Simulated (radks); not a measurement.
The numbers below are computed, except where a source is named.
All-electron atom: Ag34+ in [Ne] 3s2 3p1. Level of theory: Dirac Kohn-Sham, exchange-only PBE, spin-unpolarised, spherical densities, finite nucleus; open shells fill j = l - 1/2 first; Fermi nuclear charge, rms radius 4.5454 fm (a radial shooting solver on a logarithmic mesh with Libxc functionals).

Radial electron density D(r) = 4 pi r^2 rho(r):

r (bohr),D(r) (e/bohr)
0.003179,9.034
0.003977,12.76
0.004936,17.50
0.006127,23.48
0.007604,30.66
0.009513,39.05
0.01181,47.31
0.01465,54.55
0.01833,59.43
0.02275,60.34
0.02824,57.40
0.03505,52.43
0.04384,49.03
0.05441,51.25
0.06753,59.21
0.08382,67.54
0.1049,67.36
0.1301,54.24
0.1615,34.51
0.2005,19.84
0.2508,14.79
0.3113,13.12
0.3863,8.588
0.4833,3.205
0.5998,0.6519
0.7444,0.06210
0.9239,0.002364

D(r) has 2 maxima, at r = 0.0213, 0.0938 bohr, and minima at 0.0453 bohr, inside which lie 2.10 electrons.
